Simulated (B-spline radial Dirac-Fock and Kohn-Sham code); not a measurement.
**What relativity does to the binding energies of Lu⁴⁺**

System: Lu⁴⁺, 1s2 2s2 2p6 3s2 3p6 3d10 4s2 4p6 4d10 4f13 5s2 5p6.

Both columns are ΔSCF binding energies of the configuration average from a radial B-spline solver: non-relativistic Hartree-Fock with a point nucleus, and Dirac-Fock with a finite nucleus and the Coulomb interaction alone, averaged over the two j levels with weights 2j+1.

```
shell  Hartree-Fock (eV)  Dirac-Fock (eV)  shift (eV)  shift (%)
   1s            58961.1          63674.2    +4713.09      +7.99
   2s             9734.9          10975.3    +1240.40     +12.74
   2p             9293.6           9702.0     +408.37      +4.39
   3s             2264.8           2568.0     +303.11     +13.38
   3p             2062.4           2175.0     +112.52      +5.46
   3d             1689.1           1674.0      -15.15      -0.90
   4s              502.3            575.5      +73.24     +14.58
   4p              418.3            443.8      +25.52      +6.10
   4d              266.3            262.5       -3.77      -1.42
   4f              72.27            65.00       -7.27     -10.06
   5s              105.8            117.2      +11.38     +10.75
   5p              78.87            81.54       +2.66      +3.38
```

Relativity binds 1s, 2s, 2p, 3s, 3p, 4s, 4p, 5s, 5p more strongly, among those listed most of all 4s in relative terms, and 3d, 4d, 4f more weakly, because the contracted s and p shells screen the nucleus better.

Values without a named source are computed, but for edge energies of neutral atoms, which are taken from tables.
